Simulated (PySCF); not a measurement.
Si(F)2(vinyl)(OH) (C2H4F2OSi), SMILES C=C[Si](O)(F)F. Atoms are numbered in the order given.

```xyz
10

C     -0.0566     2.4339     0.0000
C      0.7229     1.3436     0.0000
Si     0.0242    -0.3536     0.0000
O     -1.6135    -0.2602     0.0000
F      0.5375    -1.2126    -1.2727
F      0.5375    -1.2126     1.2727
H     -1.1485     2.3552     0.0000
H      0.3626     3.4460     0.0000
H      1.8130     1.4666     0.0000
H     -2.1303    -1.0741     0.0000
```
Charge 0, spin multiplicity 1.

Geometry optimised at B3LYP-D3(BJ)/def2-SVP. The structure was generated by enumeration, and PubChem lists no compound with its InChIKey, so it may never have been made. One conformer was computed; it need not be the lowest.

Computed with PBE/pcSseg-1 run with PySCF.

GIAO shieldings, no solvent; atoms listed in one row are averaged. δ = σ(ref) − σ: ¹³C against TMS (σ = 182.0 ppm); ²⁹Si against TMS (σ = 335.4 ppm); ¹⁷O against H2O (σ = 334.3 ppm); ¹⁹F against CFCl3 (σ = 133.6 ppm); ¹H against TMS (σ = 31.49 ppm), references at their B3LYP-D3(BJ)/def2-TZVP geometries, non-relativistic.

Computed chemical shifts:
```
nucleus   atoms  count  δ (ppm)
-------  ------  -----  -------
¹³C          C1      1    151.9
¹³C          C2      1    131.6
²⁹Si        Si3      1    -53.5
¹⁷O          O4      1     54.0
¹⁹F      F5, F6      2   -164.3
¹H           H7      1     6.90
¹H           H8      1     6.80
¹H           H9      1     6.16
¹H          H10      1     2.43
```
